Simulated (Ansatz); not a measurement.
Input for Ansatz (a program for electronic structure): R-PBE/def2-TZVPP on O2Ti (SMILES [O]=[Ti]=[O]), atoms moved off the minimum.

Ansatz 0.2 input:
```yaml
crystal:
  periodic: [false, false, false]
  atoms:
    - {symbol: Ti, position_ang: [0.25484221, -0.04735111, 0.16329749]}
    - {symbol: O, position_ang: [0.84032763, 0.44712208, -1.13916124]}
    - {symbol: O, position_ang: [-1.18082274, 0.17777884, 0.51648694]}
basis:
  gaussian:
    orbitals: def2-TZVPP
hamiltonian:
  xc: {name: PBE}
scf: {lower_state_search: off}
output: {forces: true}
```

It printed:

```
WARN ansatz: RAYON_NUM_THREADS=1 ignored (pool sized by the plan → 1); use --threads N
Functional definition: PBE
these checks for a lower state are left out or cut short: stability, starts, cluster_reference, orbital_swaps, neighbouring_geometries, increment
integrals: 0.04 GiB planned
734 factors; their error is unknown
mean field: 0.35 GiB planned
mean field evaluation 1: about -27185.8252 eV, gradient 1.0e2 eV
mean field evaluation 2: about -26862.8226 eV, gradient 4.0e2 eV
mean field evaluation 4: about -27199.3919 eV, gradient 3.4e1 eV
mean field evaluation 8: about -27201.1453 eV, gradient 2.8e-1 eV
mean field evaluation 16: about -27201.1399 eV, gradient 1.1e-3 eV
mean field -27201.13993218 eV, -999.6234549126 hartree, gradient 2.1e-6 eV, S^2 0.000000; 0 other end points of the search recorded, 0 dependent functions left out
the calculation of the forces begins
reference -27201.13997862 eV, -999.6234566194 hartree; 19, 19 occupied and 107, 107 virtual orbitals, 734 factors
Total energy: -27201.13997862 eV, -999.6234566194 hartree
Atom 0 at     0.254842    -0.047351     0.163297 Å, force     8.265815    -6.133687     7.524808 eV/Å
Atom 1 at     0.840328     0.447122    -1.139161 Å, force     2.500087     3.769348    -8.837425 eV/Å
Atom 2 at    -1.180823     0.177779     0.516487 Å, force   -10.765902     2.364339     1.312618 eV/Å
Dipole moment:     0.646573    -0.560743     0.748558 e Å
Checks for a lower state left out: stability, starts, cluster_reference, orbital_swaps, neighbouring_geometries, increment
```

The calculation finished and met its thresholds.

Cost: roughly 1.9 core-seconds.
